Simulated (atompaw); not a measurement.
zirconium: one change to a PAW (atompaw) potential, before and after

```
Element                 : zirconium
Generator               : atompaw 4.2.0.5
Type                    : PAW
Functional              : PBEsol
Relativity              : scalar-relativistic
Frozen core             : [Ar] 3d10
Valence charge          : 12
Reference configuration : 4s2 4p6 4d2 5s2 5p0
Partial waves           : 4s (bound): rc 1.50 bohr; 5s (bound): rc 3.00 bohr; 4p (bound): rc 2.40 bohr; 5p (bound, empty): rc 2.20 bohr; 4d (bound): rc 3.00 bohr; 4d channel at 1.5 Ry: rc 3.00 bohr
Local potential         : bessel scheme, radius 2.25 bohr
Core correction         : smooth core density matched at 1.65 bohr
Augmentation charge     : besselshape compensation charge, radius 2.50 bohr; PAW radius 3.00 bohr; waves and projectors: custom rrkj gramschmidtortho
```

All-electron outer shells of the reference configuration (PBEsol, scalar-relativistic, ld1.x):

```json
{"shell": "3p", "level (eV)": "-317.38", "outermost node (bohr)": "0.18", "outermost maximum (bohr)": "0.40"}
{"shell": "3d", "level (eV)": "-174.70", "outermost node (bohr)": "–", "outermost maximum (bohr)": "0.35"}
{"shell": "4s", "level (eV)": "-54.46", "outermost node (bohr)": "0.55", "outermost maximum (bohr)": "1.08"}
{"shell": "4p", "level (eV)": "-32.43", "outermost node (bohr)": "0.56", "outermost maximum (bohr)": "1.17"}
{"shell": "5s", "level (eV)": "-4.46", "outermost node (bohr)": "1.47", "outermost maximum (bohr)": "3.15"}
{"shell": "4d", "level (eV)": "-3.61", "outermost node (bohr)": "0.58", "outermost maximum (bohr)": "1.61"}
{"shell": "5p", "level (eV)": "-1.45", "outermost node (bohr)": "1.70", "outermost maximum (bohr)": "4.10"}
```

Change: augmentation besselshape compensation charge, radius 2.50 bohr; PAW radius 3.00 bohr; waves and projectors: custom polynom vanderbiltortho.

Cutoffs: the cutoffs (Ry, on a coarse ladder) from which the occupation-weighted sum of valence levels, in a spherical-Bessel basis at the reference potential, stays within 10 and 1 mRy of its value at 400 Ry; they do not see the model core or the augmentation charge, which bear on the density cutoff.

What does the change do?

The potential gets harder (18 Ry and 30 Ry → 21 Ry and 35 Ry); the range in which the s phases agree widens (upper end 1.8 → 3.2); the range in which the d phases agree widens (upper end 2.1 → 4.8); neither file shows a bound ghost.

```csv
quantity,base,changed
"cutoff, loose",18 Ry,21 Ry
"cutoff, tight",30 Ry,35 Ry
loose cutoff by channel (10 mRy a level),"s 18 Ry, p 12 Ry, d 8 Ry","s 12 Ry, p 12 Ry, d 8 Ry"
bound ghosts,none,none
s: phases at 3.02 bohr within 0.05 rad from the reference energy up to (Ry; the scan ends near 5),1.8,3.2
p: phases at 3.02 bohr within 0.05 rad from the reference energy up to (Ry; the scan ends near 5),4.7,to the end of the scan
d: phases at 3.02 bohr within 0.05 rad from the reference energy up to (Ry; the scan ends near 5),2.1,4.8
lowest overlap eigenvalue by channel,"s 0.39, p 0.07, d 0.87","s 0.49, p 1.00, d 0.93"
```

 The cutoffs see the waves, projectors and local potential, not the compensation charge or the core.
